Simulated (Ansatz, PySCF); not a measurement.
H4NSi, SMILES [SiH3][NH], multiplicity 2. Atoms are numbered in the order given.

```xyz
6

N      0.1608     1.2459     0.0000
Si     0.0316    -0.5049     0.0000
H     -0.7280     1.7492     0.0000
H      0.7385    -0.9861     1.2120
H      0.7385    -0.9861    -1.2120
H     -1.3565    -1.0390     0.0000
```
Charge 0, spin multiplicity 2.

Geometry optimised at ωB97X-D3(BJ)/def2-TZVP. The isomer is the one that the SMILES or the coordinates give; other isomers of the formula were not compared.

Two levels are set side by side: PBE-D3(BJ)/def2-TZVP (Ansatz, an electronic-structure program) and ωB97X-D3(BJ)/def2-TZVP (PySCF). Each level has its own optimised geometry; the coordinates shown are those of the second. Differences are taken from unrounded values.

```json
[
 {"quantity": "mean bond length (Å)", "ωB97X-D3(BJ)": "1.446", "PBE-D3(BJ)": "1.457", "PBE-D3(BJ) minus ωB97X-D3(BJ)": "0.011"},
 {"quantity": "bond N1–Si2 (Å)", "ωB97X-D3(BJ)": "1.756", "PBE-D3(BJ)": "1.756", "PBE-D3(BJ) minus ωB97X-D3(BJ)": "0.001"},
 {"quantity": "bond N1–H3 (Å)", "ωB97X-D3(BJ)": "1.021", "PBE-D3(BJ)": "1.032", "PBE-D3(BJ) minus ωB97X-D3(BJ)": "0.010"},
 {"quantity": "bond Si2–H4 (Å)", "ωB97X-D3(BJ)": "1.483", "PBE-D3(BJ)": "1.499", "PBE-D3(BJ) minus ωB97X-D3(BJ)": "0.016"},
 {"quantity": "bond Si2–H5 (Å)", "ωB97X-D3(BJ)": "1.483", "PBE-D3(BJ)": "1.499", "PBE-D3(BJ) minus ωB97X-D3(BJ)": "0.016"},
 {"quantity": "bond Si2–H6 (Å)", "ωB97X-D3(BJ)": "1.487", "PBE-D3(BJ)": "1.500", "PBE-D3(BJ) minus ωB97X-D3(BJ)": "0.013"}
]
```

GGA bonds tend to be longer and softer than those of functionals with exact exchange. Differences between two approximate levels are no errors against the true value.
